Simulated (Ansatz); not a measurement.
Input (CCSDT(Q)/cc-pVDZ; Ansatz, a quantum-chemistry and plane-wave program):

Ansatz 0.2 input:
```yaml
crystal:
  periodic: [false, false, false]
  atoms:
    - {symbol: C, position_ang: [1.64765953, 0.54801454, 0.08247234]}
    - {symbol: C, position_ang: [0.35386861, 0.49326336, -0.46465296]}
    - {symbol: C, position_ang: [-0.66328514, -0.24271301, -0.00481159]}
    - {symbol: O, position_ang: [-1.55456297, -0.87797727, 0.38575097]}
    - {symbol: H, position_ang: [2.38979510, 1.18063629, -0.37587260]}
    - {symbol: H, position_ang: [1.91950399, -0.02852777, 0.95270024]}
    - {symbol: H, position_ang: [0.09774673, 1.08032025, -1.34088207]}
basis:
  gaussian:
    orbitals: cc-pVDZ
magnetization: {spin_polarized: true, initial_magnetization: 1}
correlation: {method: ccsdt_q, electrons: outside_noble_gas}
```

Output:

```
Functional definition: HF
integrals: 0.11 GiB planned
1306 factors; integrals over basis functions are off by at most 2.1e-7 eV
mean field: 0.22 GiB planned
mean field evaluation 1: about -5171.4930 eV, gradient 2.3e1 eV
mean field evaluation 2: about -5171.4970 eV, gradient 2.3e1 eV
mean field evaluation 4: about -5174.2897 eV, gradient 3.7e0 eV
mean field evaluation 8: about -5174.5324 eV, gradient 2.2e-1 eV
mean field evaluation 16: about -5174.2851 eV, gradient 3.7e0 eV
mean field evaluation 32: about -5172.9094 eV, gradient 1.1e-1 eV
mean field evaluation 64: about -5168.6585 eV, gradient 7.9e0 eV
mean field -5174.53468272 eV, -190.1606421643 hartree, gradient 7.4e-6 eV, S^2 0.855226; 2 other end points of the search recorded, 0 dependent functions left out
determinant -5174.53468272 eV, -190.1606421643 hartree, with singles and doubles -5190.15333211 eV, -190.7346169428 hartree
determinant -5172.91044872 eV, -190.1009526659 hartree, with singles and doubles -5188.53243579 eV, -190.6750501015 hartree
determinant -5172.78925956 eV, -190.0964990464 hartree, with singles and doubles -5188.58857523 eV, -190.6771131881 hartree
4 core orbitals not correlated
reference -5174.53468272 eV, -190.1606421643 hartree; 11, 10 occupied and 56, 57 virtual orbitals, 1306 factors
second order -14.72787125 eV of doubles, -0.00000000 eV of singles
coupled cluster: 5.78 GiB planned
cycle   1  -14.94029570 eV  change   -2.1e-1 eV  update   1.4e-1
cycle   2  -15.67801971 eV  change   -7.4e-1 eV  update   7.4e-2
cycle   3  -16.25642351 eV  change   -5.8e-1 eV  update   3.8e-2
cycle   4  -16.25830597 eV  change   -1.9e-3 eV  update   1.6e-2
cycle   5  -16.21682915 eV  change    4.1e-2 eV  update   9.6e-3
cycle   6  -16.22345805 eV  change   -6.6e-3 eV  update   4.3e-3
cycle   7  -16.23311096 eV  change   -9.7e-3 eV  update   2.3e-3
cycle   8  -16.23239265 eV  change    7.2e-4 eV  update   1.2e-3
cycle   9  -16.23087659 eV  change    1.5e-3 eV  update   8.1e-4
cycle  10  -16.23259926 eV  change   -1.7e-3 eV  update   4.2e-4
cycle  11  -16.23180080 eV  change    8.0e-4 eV  update   2.4e-4
cycle  12  -16.23210226 eV  change   -3.0e-4 eV  update   1.1e-4
cycle  13  -16.23224852 eV  change   -1.5e-4 eV  update   5.4e-5
cycle  14  -16.23222856 eV  change    2.0e-5 eV  update   2.8e-5
cycle  15  -16.23223001 eV  change   -1.4e-6 eV  update   1.5e-5
cycle  16  -16.23224413 eV  change   -1.4e-5 eV  update   8.8e-6
cycle  17  -16.23224574 eV  change   -1.6e-6 eV  update   4.5e-6
cycle  18  -16.23225035 eV  change   -4.6e-6 eV  update   2.3e-6
cycle  19  -16.23225181 eV  change   -1.5e-6 eV  update   1.3e-6
coupled cluster: 5.78 GiB planned
perturbative correction -0.05424520 eV, -0.0019934744 hartree
Total energy: -5190.82117973 eV, -190.7591598901 hartree
```

The determinant is spin-contaminated: <S^2> is 0.86, 0.11 over the pure value.
